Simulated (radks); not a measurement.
Hf4+, 68 electrons, occupied as [Xe] 4f(5/2: 5, 7/2: 8) 5d(3/2: 1, 5/2: 0) (not the ground configuration). All-electron calculation, Dirac Kohn-Sham, BLYP, spin-unpolarised, spherical densities, finite nucleus; Fermi nuclear charge, rms radius 5.347 fm. Program: a radial shooting solver on a logarithmic mesh with Libxc functionals.

Radial electron density D(r) = 4 pi r^2 rho(r):

```
   r/bohr * D(r) (the largest magnitude, 128, reaches the edge; | marks zero)
0.0006953 | *
0.0009274 |  *
 0.001237 |   *
  0.00165 |     *
 0.002183 |         *
 0.002911 |             *
 0.003883 |                   *
 0.005179 |                          *
 0.006908 |                                 *
 0.009213 |                                        *
  0.01229 |                                           *
  0.01639 |                                         *
  0.02169 |                                      *
  0.02892 |                                      *
  0.03858 |                                             *
  0.05145 |                                                      *
  0.06862 |                                                     *
  0.09153 |                                            *
   0.1221 |                                            *
   0.1628 |                                                  *
   0.2154 |                                        *
   0.2873 |                         *
   0.3832 |                            *
   0.5111 |                           *
   0.6817 |               *
   0.9093 |       *
    1.213 |    *
    1.617 | *
     2.14 |*
    2.854 *
    3.807 *
    5.078 *
```

D(r) has 4 maxima, at r = 0.0131, 0.0585, 0.163, 0.436 bohr, and minima at 0.0252, 0.106, 0.309 bohr, inside which lie 2.01, 11.13, 29.83 electrons.
